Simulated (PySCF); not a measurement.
**Low-lying terms of I⁵⁺ (iodine, charge +5)**

Ground state [Kr] 4d10 5s2, ¹S. Computed with PySCF 2.14 in aug-cc-pVTZ-DK3 with one added diffuse shell each of s, p, d, f type (9s8p6d3f, 84 functions), with scalar relativity by spin-free X2C-1e. Vertical excitation energies in eV without spin-orbit coupling; excited terms of each kind are numbered among those the solver found. Frozen: [Kr].

```tsv
term	leading excitation	EOM-EE-CCSD
1 3P°	5s → p	11.289
1 1P°	5s → p	16.016
1 3D	5s → d	30.939
1 1D	5s → d	33.683
1 3S	5s → s	36.132
1 1S	5s → s	36.910
1 3F°	5s → f	41.064
1 1F°	5s → f	41.255
2 3P°	5s → p	41.390
2 1P°	5s → p	41.708
2 3D	5s → d	48.842
2 1D	5s → d	49.044
```

Doubly excited terms such as np² are absent. The solver can miss terms.
